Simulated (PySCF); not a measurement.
LDA on P⁻ (phosphorus, charge -1), [Ne] 3s2 3p4, high-spin 3P determinant. Calculation: PySCF 2.14, in aug-cc-pCVTZ-DK with one added diffuse shell each of s, p, d, f type (9s8p6d4f, 91 functions); the spin-free X2C one-electron Hamiltonian (Gaussian nucleus).

```
cycle= 1 E= -340.850524684711  delta_E= -0.0213  |g|= 0.0455  |ddm|= 0.351
cycle= 2 E= -340.838746821413  delta_E= 0.0118  |g|= 0.0946  |ddm|= 0.464
cycle= 3 E= -340.851036322055  delta_E= -0.0123  |g|= 0.0313  |ddm|= 0.495
cycle= 4 E= -340.851803936093  delta_E= -0.000768  |g|= 0.00828  |ddm|= 0.0526
cycle= 5 E= -340.851918108689  delta_E= -0.000114  |g|= 0.0015  |ddm|= 0.0387
cycle= 6 E= -340.851921309619  delta_E= -3.2e-06  |g|= 0.000192  |ddm|= 0.00549
cycle= 7 E= -340.851921398812  delta_E= -8.92e-08  |g|= 0.000148  |ddm|= 0.00223
cycle= 8 E= -340.851921425046  delta_E= -2.62e-08  |g|= 2.86e-05  |ddm|= 0.000346
cycle= 9 E= -340.851921426176  delta_E= -1.13e-09  |g|= 3.72e-06  |ddm|= 7.33e-05
cycle= 10 E= -340.851921426195  delta_E= -1.96e-11  |g|= 3.23e-07  |ddm|= 1.23e-05
converged SCF energy = -340.851921426195  <S^2> = 2.037992  2S+1 = 3.025222
```

Highest occupied orbital energy: 1.511 eV; ⟨L²⟩ = 2.03; populations by l: s 6.00, p 10.00, d 0.00, f 0.00.

(1) Can this result be used?

Answers

(1) With care. Self-consistency was reached. At LDA the highest occupied level has a positive energy, so only the finite basis holds that electron; in a semilocal or global hybrid functional this comes from self-interaction and does not mean that the real anion is unbound.
